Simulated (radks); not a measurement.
The numbers below are computed, except where a source is named.
Problem. Species: Au+. Configuration: [Xe] 4f14 5d10. Code: a radial shooting solver on a logarithmic mesh with Libxc functionals. Model: scalar-relativistic Kohn-Sham, LDA (Slater exchange, Perdew-Wang correlation), spin-polarised, spherical densities, finite nucleus; Fermi nuclear charge, rms radius 5.4371 fm. Some entries of the table are withheld. Estimate them.

| orbital | occ. | eigenvalue (eV) | <r^2> (bohr^2) | <1/r> (bohr^-1) |
|---|---|---|---|---|
| 1s | 2 | -80685.21 | 0.0003938 | 95.62 |
| 2s | 2 | -14245.54 | 0.006003 | 22.43 |
| 2p | 6 | -12326.15 | 0.005049 | 19.97 |
| 3s | 2 | -3368.545 | 0.03873 | 8.313 |
| 3p | 6 | -2811.533 | 0.03978 | 7.589 |
| 3d | 10 | -2214.143 | 0.03294 | 7.144 |
| 4s | 2 | -737.1002 | 0.1873 | 3.566 |
| 4p | 6 | -554.2998 | (1) | 3.220 |
| 4d | 10 | -334.4061 | 0.2431 | 2.886 |
| 5s | 2 | -117.2664 | 0.9635 | 1.463 |
| 4f | 14 | -90.1190 | 0.3017 | 2.462 |
| 5p | 6 | (2) | 1.303 | 1.239 |
| 5d | 10 | -15.6202 | 2.962 | 0.8395 |

Solution. 
(1) 4p <r^2> (bohr^2): 0.2140
(2) 5p eigenvalue (eV): -68.6758
